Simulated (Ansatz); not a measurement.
A nudged elastic band was laid between two geometries of ClH + F2GeH2 (7 atoms, charge 0, multiplicity 1).

All numbers below come from RHF/def2-SVP in Ansatz 0.2.0.

```
movable images  : 9
climbing image  : yes
spring          : 5.0 eV/Å²
optimiser       : quadratic models (default)
start path      : through a guess of the saddle point
force threshold : 0.05 eV/Å
iteration limit : 60
end points      : relaxed
```

First end point:

```xyz
7
Properties=species:S:1:pos:R:3
Ge 0.360 0.002 -0.240
F -0.007 0.167 1.436
H 1.865 -0.113 -0.365
F -0.128 1.494 -0.919
H -0.507 -1.102 -0.804
Cl -3.214 -0.336 1.881
H -2.018 0.005 2.160
```

Last end point:

```xyz
7
Properties=species:S:1:pos:R:3
Ge -0.298 0.293 -0.348
F -0.332 -1.146 2.354
H 0.935 0.778 0.383
F -0.365 1.147 -1.839
H -0.424 -1.178 -0.676
Cl -2.064 0.934 0.733
H -1.103 -0.712 2.542
```

(1) Which bonds break or form, and what moves?

(2) What energy profile does the band end with?

(3) What is the geometry of the highest image?

(4) What are the harmonic wavenumbers there?

Results:

(1) Bonds broken: Ge1–F2, Cl6–H7. Bonds formed: Ge1–Cl6, F2–H7. ClH + F2GeH2 becomes ClFGeH2 + FH.

(2) The forces met the threshold. The highest image is number 5 of 0 to 10, 1.74 eV above the first end and 1.81 eV above the last; the last end lies 0.07 eV below the first. A vibrational analysis at the climbing image gives one clearly imaginary mode, 950i cm⁻¹: a first-order saddle point. The orbitals stay closed-shell, which can raise the energy where a bond breaks towards radicals; this wasn't checked here.

```json
{"image": "0", "path coordinate (Å)": "0.00", "energy (eV)": "0.00", "Ge1–F2 (Å)": "1.72", "Cl6–H7 (Å)": "1.27", "Ge1–Cl6 (Å)": "4.17"}
{"image": "1", "path coordinate (Å)": "0.48", "energy (eV)": "0.00", "Ge1–F2 (Å)": "1.73", "Cl6–H7 (Å)": "1.28", "Ge1–Cl6 (Å)": "3.99"}
{"image": "2", "path coordinate (Å)": "0.97", "energy (eV)": "0.04", "Ge1–F2 (Å)": "1.73", "Cl6–H7 (Å)": "1.28", "Ge1–Cl6 (Å)": "3.71"}
{"image": "3", "path coordinate (Å)": "1.45", "energy (eV)": "0.27", "Ge1–F2 (Å)": "1.74", "Cl6–H7 (Å)": "1.28", "Ge1–Cl6 (Å)": "3.32"}
{"image": "4", "path coordinate (Å)": "1.94", "energy (eV)": "0.90", "Ge1–F2 (Å)": "1.79", "Cl6–H7 (Å)": "1.32", "Ge1–Cl6 (Å)": "2.94"}
{"image": "5", "path coordinate (Å)": "2.42", "energy (eV)": "1.74", "Ge1–F2 (Å)": "1.97", "Cl6–H7 (Å)": "1.57", "Ge1–Cl6 (Å)": "2.66"}
{"image": "6", "path coordinate (Å)": "2.87", "energy (eV)": "1.19", "Ge1–F2 (Å)": "2.21", "Cl6–H7 (Å)": "1.84", "Ge1–Cl6 (Å)": "2.39"}
{"image": "7", "path coordinate (Å)": "3.33", "energy (eV)": "0.52", "Ge1–F2 (Å)": "2.52", "Cl6–H7 (Å)": "2.03", "Ge1–Cl6 (Å)": "2.24"}
{"image": "8", "path coordinate (Å)": "3.78", "energy (eV)": "0.10", "Ge1–F2 (Å)": "2.82", "Cl6–H7 (Å)": "2.22", "Ge1–Cl6 (Å)": "2.19"}
{"image": "9", "path coordinate (Å)": "4.24", "energy (eV)": "-0.05", "Ge1–F2 (Å)": "3.05", "Cl6–H7 (Å)": "2.46", "Ge1–Cl6 (Å)": "2.17"}
{"image": "10", "path coordinate (Å)": "4.69", "energy (eV)": "-0.07", "Ge1–F2 (Å)": "3.06", "Cl6–H7 (Å)": "2.63", "Ge1–Cl6 (Å)": "2.17"}
```

(3) 
```xyz
7
Properties=species:S:1:pos:R:3:forces:R:3
Ge -0.107 -0.016 -0.096 0.02 -0.01 0.01
F -0.092 -0.313 1.850 -0.03 0.02 -0.02
H 1.374 0.286 0.008 -0.01 -0.01 0.00
F -0.637 1.300 -1.052 0.00 0.01 0.00
H -0.574 -1.349 -0.617 0.00 0.00 -0.01
Cl -2.446 0.318 1.123 0.00 -0.01 0.01
H -1.168 -0.110 1.932 0.02 0.00 0.00
```

(4) 950i, 21, 203, 253, 476, 578, 682, 757, 793, 914, 973, 997, 1573, 2356, 2401 cm⁻¹.

The run took 3.1 min on 1 thread of Arm Neoverse V1, with other jobs on the host, peak memory 0.19 GiB.
